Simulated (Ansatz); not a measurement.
Born–Oppenheimer molecular dynamics of C$_{3}$H$_{5}$Li (9 atoms, charge 0, multiplicity 1). It starts at the highest image of a converged band, a first-order saddle point between two minima.

Theory: RKS PBE/def2-SVP in Ansatz.

```json
{"ensemble": "NVE (velocity Verlet)", "time step": "0.5 fs", "steps asked": "200", "starting velocities drawn for": "300 K", "seed": "7293"}
```

Frames 0.5 fs apart, positions in Å, forces in eV/Å.

Velocities at 40.0 fs (Å/ps):

```
Li -1.67 -2.29 10.74
C 3.99 3.97 -1.27
C -6.91 4.65 -6.30
C -3.04 -5.91 -1.48
H 2.05 13.76 -42.52
H -12.64 37.59 15.69
H 90.75 3.32 38.00
H -13.08 4.55 7.78
H 15.43 -75.69 14.91
```

```xyz
9
Properties=species:S:1:pos:R:3:forces:R:3 time_fs=40.0 energy_less_start_eV=-0.934 T=1331
Li -0.545 -0.604 -1.333 -0.43 -0.66 -0.57
C 0.405 1.267 -0.733 -2.19 -1.36 -0.04
C 0.410 0.123 0.090 2.06 -1.43 2.53
C -0.379 -0.984 0.669 -1.45 1.91 -1.87
H 1.460 1.478 -1.103 -1.58 0.70 -0.13
H 1.455 -0.225 0.206 0.52 0.48 0.57
H -0.690 1.707 -0.960 2.48 -0.12 -0.01
H -0.369 -1.445 1.704 0.81 0.36 -1.12
H -1.456 -0.934 0.313 -0.24 0.12 0.63
9
Properties=species:S:1:pos:R:3:forces:R:3 time_fs=40.5 energy_less_start_eV=-1.011 T=1413
Li -0.546 -0.605 -1.328 -0.46 -0.68 -0.61
C 0.406 1.269 -0.734 -1.36 -1.52 -0.05
C 0.406 0.125 0.087 1.99 -1.40 2.63
C -0.380 -0.987 0.668 -1.13 1.85 -1.71
H 1.459 1.485 -1.125 -1.68 0.59 0.05
H 1.449 -0.206 0.215 0.66 0.34 0.60
H -0.641 1.709 -0.941 1.61 0.22 -0.24
H -0.374 -1.442 1.706 0.89 0.37 -1.12
H -1.449 -0.971 0.322 -0.52 0.22 0.45
9
Properties=species:S:1:pos:R:3:forces:R:3 time_fs=41.0 energy_less_start_eV=-1.045 T=1449
Li -0.547 -0.606 -1.323 -0.48 -0.70 -0.64
C 0.408 1.271 -0.735 -0.25 -1.87 0.00
C 0.404 0.127 0.085 1.93 -1.36 2.71
C -0.382 -0.990 0.667 -0.82 1.82 -1.59
H 1.454 1.494 -1.146 -1.71 0.49 0.21
H 1.445 -0.185 0.225 0.77 0.21 0.63
H -0.589 1.711 -0.922 0.37 0.74 -0.51
H -0.378 -1.439 1.706 0.96 0.35 -1.06
H -1.443 -1.008 0.331 -0.78 0.31 0.26
9
Properties=species:S:1:pos:R:3:forces:R:3 time_fs=41.5 energy_less_start_eV=-1.012 T=1412
Li -0.549 -0.608 -1.318 -0.50 -0.71 -0.67
C 0.409 1.272 -0.735 1.17 -2.44 0.12
C 0.401 0.128 0.083 1.88 -1.32 2.76
C -0.384 -0.992 0.665 -0.54 1.83 -1.53
H 1.445 1.505 -1.167 -1.64 0.40 0.35
H 1.443 -0.165 0.236 0.83 0.09 0.65
H -0.536 1.715 -0.905 -1.24 1.46 -0.81
H -0.379 -1.434 1.704 1.02 0.31 -0.95
H -1.438 -1.045 0.341 -0.98 0.39 0.08
9
Properties=species:S:1:pos:R:3:forces:R:3 time_fs=42.0 energy_less_start_eV=-0.912 T=1304
Li -0.550 -0.610 -1.313 -0.52 -0.71 -0.70
C 0.411 1.272 -0.736 2.73 -3.20 0.28
C 0.399 0.130 0.082 1.86 -1.27 2.80
C -0.386 -0.993 0.663 -0.32 1.86 -1.52
H 1.432 1.516 -1.187 -1.48 0.31 0.46
H 1.442 -0.144 0.249 0.82 -0.02 0.66
H -0.486 1.722 -0.890 -3.06 2.34 -1.11
H -0.378 -1.429 1.698 1.08 0.24 -0.79
H -1.437 -1.081 0.351 -1.11 0.46 -0.07
9
Properties=species:S:1:pos:R:3:forces:R:3 time_fs=42.5 energy_less_start_eV=-0.787 T=1171
Li -0.552 -0.612 -1.309 -0.53 -0.71 -0.73
C 0.413 1.272 -0.736 4.03 -3.98 0.41
C 0.397 0.131 0.081 1.88 -1.22 2.83
C -0.389 -0.994 0.661 -0.19 1.90 -1.58
H 1.416 1.528 -1.206 -1.23 0.23 0.53
H 1.444 -0.123 0.264 0.75 -0.12 0.65
H -0.443 1.735 -0.877 -4.69 3.21 -1.33
H -0.374 -1.423 1.692 1.13 0.16 -0.58
H -1.437 -1.115 0.361 -1.14 0.53 -0.18
9
Properties=species:S:1:pos:R:3:forces:R:3 time_fs=43.0 energy_less_start_eV=-0.715 T=1096
Li -0.553 -0.615 -1.305 -0.54 -0.70 -0.75
C 0.416 1.272 -0.737 4.51 -4.45 0.43
C 0.396 0.132 0.081 1.94 -1.18 2.85
C -0.391 -0.995 0.659 -0.15 1.95 -1.68
H 1.396 1.541 -1.223 -0.89 0.17 0.55
H 1.448 -0.102 0.280 0.61 -0.21 0.62
H -0.412 1.755 -0.868 -5.59 3.75 -1.40
H -0.367 -1.417 1.683 1.17 0.06 -0.35
H -1.441 -1.148 0.370 -1.05 0.61 -0.26
9
Properties=species:S:1:pos:R:3:forces:R:3 time_fs=43.5 energy_less_start_eV=-0.755 T=1138
Li -0.555 -0.617 -1.301 -0.55 -0.68 -0.77
C 0.420 1.270 -0.737 3.84 -4.32 0.32
C 0.395 0.132 0.081 2.02 -1.14 2.86
C -0.393 -0.996 0.656 -0.20 1.97 -1.81
H 1.375 1.554 -1.239 -0.46 0.12 0.52
H 1.452 -0.082 0.297 0.43 -0.29 0.58
H -0.393 1.785 -0.862 -5.40 3.66 -1.27
H -0.358 -1.411 1.674 1.20 -0.04 -0.11
H -1.446 -1.180 0.379 -0.87 0.70 -0.31
9
Properties=species:S:1:pos:R:3:forces:R:3 time_fs=44.0 energy_less_start_eV=-0.884 T=1275
Li -0.558 -0.620 -1.298 -0.55 -0.65 -0.79
C 0.425 1.268 -0.738 2.20 -3.53 0.11
C 0.395 0.133 0.082 2.12 -1.10 2.88
C -0.396 -0.996 0.653 -0.32 1.97 -1.94
H 1.352 1.567 -1.254 0.02 0.10 0.44
H 1.458 -0.063 0.317 0.22 -0.36 0.52
H -0.388 1.823 -0.859 -4.28 2.90 -1.01
H -0.345 -1.405 1.665 1.21 -0.14 0.12
H -1.454 -1.210 0.387 -0.62 0.81 -0.33
9
Properties=species:S:1:pos:R:3:forces:R:3 time_fs=44.5 energy_less_start_eV=-1.020 T=1421
Li -0.560 -0.624 -1.294 -0.55 -0.61 -0.81
C 0.430 1.264 -0.738 0.15 -2.35 -0.12
C 0.394 0.133 0.084 2.22 -1.06 2.89
C -0.398 -0.996 0.649 -0.46 1.94 -2.03
H 1.329 1.580 -1.268 0.50 0.09 0.33
H 1.465 -0.044 0.337 -0.01 -0.43 0.45
H -0.393 1.869 -0.858 -2.73 1.72 -0.69
H -0.330 -1.399 1.656 1.21 -0.23 0.31
H -1.464 -1.238 0.395 -0.33 0.93 -0.32
9
Properties=species:S:1:pos:R:3:forces:R:3 time_fs=45.0 energy_less_start_eV=-1.090 T=1497
Li -0.562 -0.627 -1.291 -0.54 -0.57 -0.82
C 0.435 1.261 -0.738 -1.78 -1.11 -0.31
C 0.395 0.133 0.086 2.31 -1.01 2.88
C -0.400 -0.995 0.645 -0.61 1.86 -2.06
H 1.308 1.594 -1.282 0.93 0.10 0.21
H 1.471 -0.027 0.358 -0.23 -0.49 0.37
H -0.405 1.918 -0.859 -1.25 0.45 -0.39
H -0.312 -1.394 1.648 1.19 -0.30 0.43
H -1.474 -1.264 0.401 -0.02 1.05 -0.30
9
Properties=species:S:1:pos:R:3:forces:R:3 time_fs=45.5 energy_less_start_eV=-1.074 T=1481
Li -0.565 -0.630 -1.288 -0.52 -0.52 -0.83
C 0.440 1.257 -0.739 -3.27 -0.03 -0.45
C 0.396 0.133 0.089 2.37 -0.93 2.84
C -0.403 -0.994 0.640 -0.73 1.75 -1.98
H 1.289 1.608 -1.294 1.26 0.10 0.12
H 1.477 -0.011 0.380 -0.43 -0.55 0.29
H -0.419 1.968 -0.861 -0.09 -0.66 -0.16
H -0.291 -1.389 1.641 1.15 -0.34 0.46
H -1.485 -1.287 0.407 0.27 1.17 -0.28
```

Of the whole run (100 fs, mean temperature of the second half 1563 K): The conserved energy stayed within 0.94 meV per atom of its start (net change -0.54 meV per atom), so the integration is sound. The system heated up, since it started high on the potential surface and ran downhill. A run of 0.1 ps of so small a system gives no equilibrium averages. The orbitals stay closed-shell, which can raise the energy where a bond breaks towards radicals; this wasn't checked here.

The run took 7.6 min on 1 thread of Arm Neoverse V1 (shared host), peak memory 0.11 GiB.
